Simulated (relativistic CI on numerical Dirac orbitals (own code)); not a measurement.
Re5+: sensitivity of the levels to the model

Base calculation: Dirac-Coulomb-Breit CI, orbitals from a KLI potential per configuration, QED by a radiative potential, valence Slater integrals scaled by 0.85, P86 correlation energy added to each configuration.

Configuration list (outside the closed core [Kr] 4d10): 4f14.5s2.5p6.5d2, 4f14.5s2.5p6.5d.6s, 4f14.5s2.5p6.5d.5f, 4f14.5s2.5p6.5d.6p, 4f14.5s2.5p6.6s2, 4f14.5s2.5p6.5d.5g, 4f14.5s2.5p5.5d3, 4f14.5s2.5p6.5f2, 4f14.5s2.5p6.6s.6p, 4f14.5s2.5p6.5d.6d, 4f14.5s2.5p6.5d.7s, 4f14.5s2.5p6.5d.7p, 4f14.5s2.5p6.6p2, 4f14.5s2.5p6.5d.6f, 4f14.5s2.5p6.5g2, 4f14.5s2.5p6.5d.7d, 4f13.5s2.5p6.5d3, 4f14.5s2.5p6.5d.8s, 4f14.5s2.5p6.6s.6d, 4f14.5s2.5p6.5f.6s, 4f14.5s2.5p6.5d.8p, 4f14.5s2.5p5.5d2.5f, 4f14.5s.5p6.5d3, 4f14.5s2.5p5.5d2.5g, 4f14.5s2.5p6.5f.6p, 4f14.5s2.5p6.6p.6d, 4f13.5s2.5p6.5d2.6s, 4f14.5s2.5p6.5g.6d, 4f14.5s2.5p6.5f.5g, 4f14.5s2.5p5.5d2.6s, 4f14.5s2.5p6.5g.6s. Double excitations out of closed p, d and f shells are left out; levels of such configurations are missing from the list, as are those of other unlisted configurations, and high levels can miss mixing partners. These lack a partner that the ground configuration has and come out too high: 4f14.5s2.5p5.5d2.5f, 4f14.5s2.5p5.5d2.5g, 4f13.5s2.5p6.5d2.6s, 4f14.5s2.5p5.5d2.6s.

The lowest level and the first level of each name with at least 55 % of one term (blank where a level has no safe partner in the second run):

| Level | Base (cm⁻¹) | Shift (cm⁻¹) |
| --- | --- | --- |
| 4f14.5s2.5p6.5d2 3F_2 | 0.0 | 0.0 |
| 4f14.5s2.5p6.5d2 3F_3 | 7510.7 | -96.1 |
| 4f14.5s2.5p6.5d2 3F_4 | 13665.1 | -144.1 |
| 4f14.5s2.5p6.5d2 3P_0 | 14076.8 | -17.5 |
| 4f14.5s2.5p6.5d2 3P_1 | 18368.9 | -89.0 |
| 4f14.5s2.5p6.5d2 1G_4 | 25406.8 | -137.2 |
| 4f14.5s2.5p6.5d2 3P_2 | 26455.1 | -200.5 |
| 4f14.5s2.5p6.5d2 1S_0 | 49917.1 | -224.6 |
| 4f14.5s2.5p6.5d.6s 3D_1 | 100795.1 | -230.7 |
| 4f14.5s2.5p6.5d.6s 3D_2 | 102598.3 | -202.7 |
| 4f14.5s2.5p6.5d.6s 3D_3 | 110527.2 | -196.0 |
| 4f14.5s2.5p6.5d.6s 1D_2 | 116175.5 | -74.6 |
| 4f14.5s2.5p6.5d.6p 3F°_2 | 168181.8 | +176.3 |
| 4f14.5s2.5p6.5d.6p 3D°_1 | 171735.9 | +176.4 |
| 4f14.5s2.5p6.5d.6p 3F°_3 | 180813.3 | +260.5 |
| 4f14.5s2.5p6.5d.6p 3P°_1 | 191140.6 | +257.1 |
| 4f14.5s2.5p6.5d.6p 3P°_0 | 192980.0 | +264.8 |
| 4f14.5s2.5p6.5d.6p 3F°_4 | 198073.0 | +326.7 |
| 4f14.5s2.5p6.5d.6p 3P°_2 | 199168.7 | +294.6 |
| 4f14.5s2.5p6.5d.6p 1F°_3 | 200162.5 | +317.9 |
| 4f14.5s2.5p6.5d.6p 1P°_1 | 204987.6 | +391.9 |
| 4f14.5s2.5p6.6s2 1S_0 | 209368.5 | +2402.4 |

At this charge configurations can still be misplaced by up to about 7 % of their energy. Levels and lines within the n = 5 or 6 shells can be off by up to 10 % or somewhat more, and those that change n by about 2 %, since core polarisation is missing. Levels that differ in their count of f electrons can be misplaced by several ten thousand cm⁻¹, since the correlation energy of f electrons is missing or only estimated; rates across such gaps can be off by orders of magnitude.

One thing was changed in a second run, which moved the levels as shown. Which?
A. self-excluded LDA correlation estimate
B. Breit term removed
C. no correlation estimate
D. QED terms removed
E. configuration mixing switched off
F. one mean potential for all configurations

F. One mean potential for all configurations. One potential for all configurations removes the relaxation of the orbitals, which moves whole configurations and changes the integrals a little.

LS names give the leading component of a level, which can be under half, so a name can repeat, a term be missing and a line seem to break the LS rules.
